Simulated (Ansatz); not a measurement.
`[SiH3][GaH][Cl]` + `BS` → `B[S][GaH][Cl]` + SiH₄ at 700 K and 1 bar (cleavage of the Ga–Si bond).

Calculated with Ansatz (gas phase, PBE0-D4/def2-TZVP geometries, no zero-point term in ΔE). CCSD(T)/CBS is the MP2 limit (def2-TZVPP, def2-QZVPP) plus CCSD(T) − MP2 in def2-TZVPP, frozen cores. This one scheme is used for every species. For Ga outer-core shells are correlated without core-valence functions, which leaves a few kJ/mol of doubt a bond. Scalar relativity is left out up to krypton. One conformer a species, not always the lowest.

| species | CCSD(T)/CBS energy (Eh) | H − E (kJ/mol) | S (J/(mol·K)) |
| --- | --- | --- | --- |
| `[SiH3][GaH][Cl]` | -2675.24391 | 147.7 | 436.5 |
| `BS` | -424.38198 | 115.9 | 297.3 |
| `B[S][GaH][Cl]` | -2808.18728 | 146.8 | 444.3 |
| SiH₄ | -291.46306 | 115.5 | 252.9 |

H − E and S are ideal-gas, rigid-rotor, harmonic terms from PBE0-D4/def2-TZVP, for one conformer and one mirror image of each species. 1 Eh = 2625.50 kJ/mol, R = 8.31446 J/(mol·K).

Task: By hand: ΔE, ΔH, ΔS and ΔG.

Result: ΔE = (-2808.18728) + (-291.46306) − (-2675.24391) − (-424.38198) = -0.02445 Eh = -64.2 kJ/mol. Δ(H − E) = 146.8 + 115.5 − 147.7 − 115.9 = -1.3, so ΔH = -65.5 kJ/mol. ΔS = 444.3 + 252.9 − 436.5 − 297.3 = -36.6 J/(mol·K). ΔG = -65.5 − 700 × (-36.6)/1000 = -39.9 kJ/mol.

Task: By hand: the equilibrium constant, and the temperature at which ΔG would vanish if ΔH and ΔS stayed fixed.

Result: log₁₀ K = −ΔG/(RT ln 10) = 3.0. ΔG = 0 at ΔH/ΔS = 1790 K.

TΔS isn't small against ΔH here. A doubt of 5 kJ/mol in ΔE shifts log₁₀ K by 0.4 here. Other conformers and mirror images would add mixing entropy, several J/(mol·K) or more a flexible species. Modes under 60 cm⁻¹, often nearly free rotors, make the harmonic entropy too high. These are equilibria of isolated gas molecules and say nothing of rates. Largest T1 diagnostic: 0.015 (customary marks: 0.02 for closed shells, 0.045 for open ones).
